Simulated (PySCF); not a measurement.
Input file for PySCF: R-MP2/6-31G* on C2H2 (SMILES C#C) with ghost functions, monomers drawn apart or pushed together.

```python
from pyscf import gto, scf, dft, mp
from pyscf.data.elements import chemcore

mol = gto.M(
    atom='''
    C     0.26800665   -0.52982442    4.27759188
    C    -0.21721055    0.56575326    4.27660800
    H     0.69895368   -1.50247224    4.28650236
    H    -0.64796391    1.53850239    4.28378212
    ghost-F   -0.03245971   -0.01161536    0.34874149
    ghost-H   -0.01822541   -0.00444956    1.28328892
    ''',
    basis='6-31g*',
    cart=True,
    charge=0, spin=0, verbose=3, max_memory=1800)
mf = scf.RHF(mol)
mf.conv_tol = 1e-8
mf.max_cycle = 100
mf.kernel()
if not mf.converged:
    mf = mf.newton().run(mf.mo_coeff, mf.mo_occ)
pt = mp.MP2(mf, frozen=chemcore(mol)).run()
```

It printed:

```
converged SCF energy = -76.8179974150828
E(RMP2) = -77.0667712201417  E_corr = -0.248773805058913
E(SCS-RMP2) = -77.064184125191  E_corr = -0.246186710108231
```

The run converged.

Cost: very roughly 0.4 core-seconds.
